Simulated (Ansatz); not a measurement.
`OBO` and `OB(O)O[SiH3]` differ in one atom or group.

Ansatz, PBE0-D4/def2-TZVP geometries, multiplicity 1. Each molecule was computed in one conformer, which needn't be the lowest.

```
                               property   `OBO`
HOMO–LUMO gap (ωB97M-V/def2-TZVPP) / eV   14.11
      HOMO energy (PBE/def2-TZVPP) / eV   -7.73
  HOMO energy (ωB97M-V/def2-TZVPP) / eV  -11.88
   HOMO–LUMO gap (PBE0/def2-TZVPP) / eV   10.33
  HOMO–LUMO gap (B3LYP/def2-TZVPP) / eV    9.65
    HOMO–LUMO gap (PBE/def2-TZVPP) / eV    7.69
```

Task: What does the change do to each property? (Best estimate.)

Result: Ansatz gave: 
| property | `OB(O)O[SiH3]` | shift |
| --- | --- | --- |
| HOMO–LUMO gap (ωB97M-V/def2-TZVPP) / eV | 12.91 | -1.20 |
| HOMO energy (PBE/def2-TZVPP) / eV | -7.46 | 0.27 |
| HOMO energy (ωB97M-V/def2-TZVPP) / eV | -11.26 | 0.62 |
| HOMO–LUMO gap (PBE0/def2-TZVPP) / eV | 9.09 | -1.24 |
| HOMO–LUMO gap (B3LYP/def2-TZVPP) / eV | 8.59 | -1.06 |
| HOMO–LUMO gap (PBE/def2-TZVPP) / eV | 6.75 | -0.94 |

With PBE0 the HOMO rises by 0.46 eV and the LUMO falls by 0.77 eV, so the gap narrows by about 1.23 eV. PBE moves the HOMO by 0.27 eV and ωB97M-V by 0.62 eV.

B3LYP here is the variant with VWN-RPA as its local correlation; programs differ in this.
